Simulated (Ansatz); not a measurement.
Born–Oppenheimer molecular dynamics of ClF$_{3}$Hf (5 atoms, charge 0, multiplicity 1). It starts from a relaxed structure.

These are results of RKS LDA/def2-SVP in Ansatz, not measurements.

| Quantity | Value |
| --- | --- |
| ensemble | NVE (velocity Verlet) |
| time step | 1 fs |
| steps asked | 300 |
| starting velocities drawn for | 500 K |
| seed | 493453 |

First frame:

```xyz
5
Properties=species:S:1:pos:R:3
Hf 0.001 0.000 0.030
Cl 0.000 0.000 2.360
F 1.777 0.000 -0.616
F -0.888 1.538 -0.616
F -0.888 -1.538 -0.616
```

(1) How far do the bonds stretch over the last three quarters of this one trajectory? (Pairs bonded in most of those frames.)

Results:

(1) 
```csv
bond,mean (Å),spread (Å),shortest,longest
Hf1–Cl2,2.330,0.028,2.28,2.38
Hf1–F3,1.891,0.006,1.88,1.90
Hf1–F4,1.891,0.010,1.87,1.91
Hf1–F5,1.892,0.005,1.88,1.90
```

Mean temperature of the second half: 223 K. The conserved energy stayed within 0.0097 meV per atom of its start (net change 0.003 meV per atom), so the integration is sound. Over the second half the temperature averaged 0.45 of the 500 K drawn at the start: a run that starts near a minimum puts about half its kinetic energy into the potential. A run of 0.3 ps of so small a system gives no equilibrium averages.

The run took 4.9 min on 1 thread of Intel(R) Xeon(R) 6975P-C (Granite Rapids) (shared host), peak memory 0.18 GiB.
